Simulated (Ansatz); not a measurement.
Born–Oppenheimer molecular dynamics of H$_{6}$SSn (8 atoms, charge 0, multiplicity 1). It starts at the highest image of a converged band. Of that band: Beside the main top the profile has a ripple of under 15 meV (maxima at images 2, 6), which may be a very shallow well or noise. Neighbouring images differ by up to 1.6 eV, so the band resolves the path poorly. A vibrational analysis at the climbing image gives 2 clearly imaginary modes (1329i, 87i cm⁻¹): a point of higher order, so a lower path passes nearby.

Computed with RKS PBE0-D4/def2-SVP in Ansatz.

```yaml
ensemble: NVE (velocity Verlet)
time_step: 0.5 fs
steps_asked: 200
starting_velocities_drawn_for: 300 K
seed: 7311
```

First frame:

```xyz
8
Properties=species:S:1:pos:R:3
Sn -0.204 0.060 -0.202
H -0.235 -0.227 1.817
H 1.504 -0.014 0.079
H -0.512 1.575 -0.934
H -0.664 -1.357 -1.037
S -2.724 0.244 1.014
H -2.951 -1.082 0.876
H -1.198 -0.071 1.775
```

Problem. How far do the bonds stretch over the last three quarters of this one trajectory? (Pairs bonded in most of those frames.)

Solution. 
```
  bond  mean (Å)  spread (Å)  shortest  longest
Sn1–H2     1.735       0.102      1.57     1.90
Sn1–H3     1.736       0.030      1.69     1.80
Sn1–H4     1.722       0.042      1.65     1.79
Sn1–H5     1.724       0.048      1.64     1.80
 S6–H7     1.352       0.023      1.31     1.39
 S6–H8     1.388       0.102      1.23     1.53
```

Mean temperature of the second half: 1852 K. The conserved energy stayed within 0.44 meV per atom of its start (net change -0.12 meV per atom), so the integration is sound. The system heated up, since it started high on the potential surface and ran downhill. A run of 0.1 ps of so small a system gives no equilibrium averages. The orbitals stay closed-shell, which can raise the energy where a bond breaks towards radicals; this wasn't checked here.

Run time: 9.1 min on 1 thread of Arm Neoverse V1 (shared host), peak memory 0.14 GiB.
